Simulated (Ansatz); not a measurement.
Basis-set series for `BN(C)C(C)C`. The species carries charge 0 and has multiplicity 1. Geometry: relaxed with PBE0-D4/def2-TZVP. It is one conformer, not always the lowest.

```tsv
functional	basis	functions	energy (Eh)	HOMO (eV)	LUMO (eV)
PBE0-D4	def2-TZVPP	354	-239.07352	-7.33	0.22
PBE0-D4	def2-QZVPP	702	-239.08745	-7.34	0.11
ωB97M-V	def2-TZVPP	354	-239.22841	-9.65	1.95
ωB97M-V	def2-QZVPP	702	-239.24202	-9.65	1.58
```

(1) Give the rows for def2-SVP. (An estimate is asked.)

Answers

(1) The calculation gave: 
| functional | basis | functions | energy (Eh) | HOMO (eV) | LUMO (eV) |
| --- | --- | --- | --- | --- | --- |
| PBE0-D4 | def2-SVP | 144 | -238.81479 | -7.30 | 0.50 |
| ωB97M-V | def2-SVP | 144 | -238.95298 | -9.61 | 2.50 |

Positive LUMOs are unbound and depend on the basis.

Results of the Gaussian-basis code of Ansatz.
